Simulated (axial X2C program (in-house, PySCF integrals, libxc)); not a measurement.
## Bond lengths and stretching modes, held linear, of FTlF

Computed with an axial X2C code built on PySCF integrals: two-component X2C with atomic mean-field Coulomb and Gaunt terms, Gaussian nuclei, basis F dyall-av3z, Tl dyall-v3z with contracted cores. Spin-free rows use the one-electron spin-free X2C Hamiltonian.

Masses F 18.998, Tl 204.974, F 18.998 u. States: 2c Ω = 1/2 (beyond evenly filled blocks: ω = 1/2); spin-free M_S = 1/2, Λ = 0 (beyond evenly filled blocks: σα).

LDA, 2c: energies above the lowest point

```json
{"r(F–Tl) (Å)": "2.0494", "r(Tl–F) (Å)": "2.0494", "E (meV)": "3.33"}
{"r(F–Tl) (Å)": "2.0494", "r(Tl–F) (Å)": "2.1020", "E (meV)": "0.38"}
{"r(F–Tl) (Å)": "2.0494", "r(Tl–F) (Å)": "2.1545", "E (meV)": "28.34"}
{"r(F–Tl) (Å)": "2.1020", "r(Tl–F) (Å)": "2.0494", "E (meV)": "0.38"}
{"r(F–Tl) (Å)": "2.1020", "r(Tl–F) (Å)": "2.1020", "E (meV)": "0.00"}
{"r(F–Tl) (Å)": "2.1020", "r(Tl–F) (Å)": "2.1545", "E (meV)": "30.25"}
{"r(F–Tl) (Å)": "2.1020", "r(Tl–F) (Å)": "2.2071", "E (meV)": "83.12"}
{"r(F–Tl) (Å)": "2.1545", "r(Tl–F) (Å)": "2.0494", "E (meV)": "28.34"}
{"r(F–Tl) (Å)": "2.1545", "r(Tl–F) (Å)": "2.1020", "E (meV)": "30.25"}
{"r(F–Tl) (Å)": "2.1545", "r(Tl–F) (Å)": "2.1545", "E (meV)": "62.55"}
{"r(F–Tl) (Å)": "2.2071", "r(Tl–F) (Å)": "2.1020", "E (meV)": "83.12"}
{"r(F–Tl) (Å)": "2.2071", "r(Tl–F) (Å)": "2.2071", "E (meV)": "173.50"}
```

Fit a quadratic surface with cubic terms in each bond: where is the minimum, and what are the two stretching wavenumbers?

At LDA, 2c: bonds 2.077 and 2.077 Å; harmonic stretches 433.9 and 445.0 cm⁻¹; force constants 1.99, 1.99 and coupling 0.12 mdyn/Å.

The other levels and Hamiltonians give:

| Hamiltonian | level | r(F–Tl) (Å) | r(Tl–F) (Å) | lower stretch (cm⁻¹) | upper stretch (cm⁻¹) |
| --- | --- | --- | --- | --- | --- |
| 2c | PBE0 | 2.100 | 2.100 | 420.5 | 421.3 |
| spin-free | PBE0 | 2.102 | 2.102 | 420.0 | 423.1 |
| spin-free | LDA | 2.080 | 2.080 | 432.1 | 446.6 |

Each state is one determinant, the lowest of a limited PBE0 search; the stretches come from a fit to these few points and carry an uncertainty of a few per cent. Other orders of the atoms were not compared. Left out for rough or failed fits: HF 2c, MP2 2c, HF spin-free, MP2 spin-free. The molecule was held linear; bending was not examined, so a bent shape may lie lower.
